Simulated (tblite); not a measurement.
C₆H₁₂BO₂ (SMILES [CH2]C1(C)OBOC1(C)C), doublet, at a GFN2-xTB geometry; GFN1-xTB run with tblite 0.6.0.

The tblite input:
```
$ tblite run mol.xyz --method gfn1 --charge 0 --spin 1 --etemp 2000 --json tblite.json --no-restart

# file mol.xyz
21

C      1.44959450     0.82454073     1.18004454
C      0.84039742     0.07257958     0.07722449
C      1.57084360     0.38069637    -1.24260035
O      0.94803419    -1.33243616     0.30646091
B     -0.24183883    -1.92340542     0.05234856
O     -1.22885497    -1.04066680    -0.23569217
C     -0.74473802     0.28150521    -0.04420660
C     -1.19824721     1.16724967    -1.19847253
C     -1.32339271     0.80991603     1.27273755
H      1.75594365     1.84015427     1.03007634
H      1.64050784     0.34547067     2.11816018
H      1.51484983     1.43821463    -1.47961783
H      1.14386995    -0.20613017    -2.05177633
H      2.61403005     0.09576786    -1.12779262
H     -0.40040421    -3.07405300     0.07233844
H     -2.28347910     1.23772149    -1.17498475
H     -0.77957176     2.16445196    -1.09655207
H     -0.91012165     0.74628590    -2.15655958
H     -1.02107162     0.16771672     2.09614680
H     -0.97596726     1.82207993     1.46095844
H     -2.40957049     0.80524515     1.21334732
```

It wrote (shortened):

```
xTB calculator
 | screened Coulomb repulsion
 | Coulomb electrostatics
 |  * isotropic Klopman-Ohno-Mataga-Nishimoto electrostatics
 |  * onsite third-order electrostatics
 | DFT-D3(BJ) dispersion correction

halogen bonding energy    0.0000000000000E+00 Eh
repulsion energy          3.2595631860742E-01 Eh
dispersion energy        -9.9710320957263E-03 Eh
number of electrons       5.1000000000000E+01 e
integral cutoff           2.1261634374110E+01 bohr

------------------------------------------------------------
  cycle        total energy    energy error   density error
------------------------------------------------------------
      1     -29.76177730881  -3.0077763E+01   6.1822928E-01
      2     -29.98491227737  -2.2313497E-01   3.4984311E-01
      3     -29.98520760251  -2.9532514E-04   9.9771742E-02
      4     -29.99002756551  -4.8199630E-03   1.9366709E-02
      5     -29.99150154143  -1.4739759E-03   2.1082423E-03
      6     -29.99151516378  -1.3622349E-05   5.8579017E-04
      7     -29.99151610457  -9.4079492E-07   1.2317121E-04
      8     -29.99151612747  -2.2900270E-08   4.3281857E-05
      9     -29.99151613260  -5.1287792E-09   8.4879891E-06
------------------------------------------------------------

electronic energy        -3.0307501419114E+01 Eh
total energy             -2.9991516132602E+01 Eh

Post processing:
 | Mayer-Wiberg bond orders

[Info] JSON dump of results written to 'tblite.json'
```
